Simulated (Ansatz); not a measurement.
**AlFH2SiTe: where a starting geometry ends**

The starting geometry of this gas-phase singlet was optimised with GFN2-xTB.

```yaml
atoms:
  - { symbol: Al, position_ang: [1.7145, -0.8517, -0.2038] }
  - { symbol: F, position_ang: [0.9070, -2.2359, -0.6376] }
  - { symbol: Si, position_ang: [0.0975, -1.2915, 3.0600] }
  - { symbol: Te, position_ang: [1.9729, 0.1162, 2.0967] }
  - { symbol: H, position_ang: [2.3733, -0.2709, -1.4701] }
  - { symbol: H, position_ang: [-0.4840, -1.8198, 1.7809] }
```

Task: Predict what becomes of its bonds when it is optimised with PBE0-D3(BJ)/def2-SVP.

Result: A new bond forms, giving a structure with H6 bridging Al1 and Si3, given below by its coordinates. Contacts that close: Al1–H6 (3.12 → 1.83 Å).

The energy falls by 0.65 eV over 23 steps:

```
step  E − E(last) (eV)
   1             0.655
   3             0.554
   6             0.546
   8             0.546
  11             0.543
  13             0.492
  16             0.052
  18             0.008
  21             0.000
  23             0.000
```

Final geometry (Å):

| atom | x (Å) | y (Å) | z (Å) |
| --- | --- | --- | --- |
| Al | 1.4256 | -1.1196 | 0.0944 |
| F | 1.6482 | -2.7220 | -0.3312 |
| Si | 0.0309 | -0.8883 | 2.5578 |
| Te | 2.4372 | -0.4634 | 2.3744 |
| H | 1.2227 | -0.0339 | -1.0280 |
| H | -0.1835 | -1.1265 | 0.9586 |

Frequencies at the end are all real (lowest 110 cm⁻¹). Atoms past krypton carry core potentials, without spin–orbit terms. Run with Ansatz 0.2.0, 3.3 min on 1 thread of Intel(R) Xeon(R) Processor @ 2.50GHz (Skylake/Cascade Lake), on a shared host.
